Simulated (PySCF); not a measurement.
W(O)2(OH)(NH2) (H3NO3W), SMILES [NH2][W](=[O])(=[O])[OH], multiplicity 1.

Geometry: B3LYP-D3(BJ)/def2-SVP. A frequency run showed that this geometry is not a minimum. The spin state was assumed, not searched. The structure was generated by enumeration; whether it is a known compound was not checked. The def2 effective core potentials stand for the cores of W; spin–orbit coupling is left out. The values are those of a single conformer.

Two levels are set side by side: TDA-PBE/def2-SVPD (PySCF) and TDA-B3LYP/def2-SVPD (PySCF). Vertical, same geometry. The lowest singlet is HOMO→LUMO 92 % with PBE and HOMO−1→LUMO+1 98 % with the other functional; states are paired by order. Differences are taken from unrounded values.

| quantity | TDA-B3LYP | TDA-PBE | TDA-PBE minus TDA-B3LYP |
|---|---|---|---|
| lowest singlet excitation (eV) | 5.12 | 4.85 | -0.27 |
| lowest triplet excitation (TDA) (eV) | 4.71 | 4.51 | -0.19 |
| first bright state (f over 0.05) (eV) | 5.78 | 5.48 | -0.29 |
| its oscillator strength | 0.07 | 0.06 | -0.01 |

Functionals without exact exchange tend to place singlet excitations lower, as here. Differences between two approximate levels are no errors against the true value.

Rough cost on one machine, each run with all the roots and properties that it gave: TDA-B3LYP against TDA-PBE within a factor of 2.
